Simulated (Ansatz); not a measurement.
## The dipole moment down a group: F to I

One atom is swapped for its congeners: C2H4ClF (1-chloro-1-fluoroethane) `CC(F)Cl`; C2H4Cl2 (1,1-dichloroethane) `CC(Cl)Cl`; C2H4ClI `CC(Cl)I`. The Br member is missing. All are singlets with charge 0.

Shapes, held fixed at every level: PBE0-D4/def2-TZVP. Programs: Ansatz 0.2.0. Values in D.

```tsv
level	C2H4ClF	C2H4Cl2	C2H4ClI
PBE-D4/def2-TZVPP	2.07	1.96	1.83
r2SCAN-D4/def2-TZVPP	2.19	2.09	1.96
B3LYP-D4/def2-TZVPP	2.17	2.02	1.86
wB97M-V/def2-TZVPP	2.16	2.02	1.84
measured	–	2.06	–
```

At wB97M-V/def2-TZVPP the dipole moment falls at every step, from 2.16 to 1.84 D. Every level shows the same order. Measured values: NIST CCCBDB. For atoms past krypton def2 sets carry core potentials with scalar relativity.
